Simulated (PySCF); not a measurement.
A structure optimised at PBE-D3(BJ)/def2-SVP, used in a PySCF frequency run:

```xyz
8

In    -0.4363    -0.0445     0.0000
H     -2.1489     0.1472     0.0000
Cl     0.6874    -2.1185     0.0000
O      0.9184     1.4481     0.0000
C      0.5310     2.8050     0.0000
H      0.9399     3.3261    -0.8974
H      0.9399     3.3261     0.8974
H     -0.5735     2.9806     0.0000
```
Charge 0, spin multiplicity 1.

Task: Write its SMILES, formula and point group.

Result: C[O][InH][Cl], CH4ClInO, Cs

Task: What are its rotational constants (standard atomic weights)?

Result: 7.9518, 1.5821, 1.3308 GHz
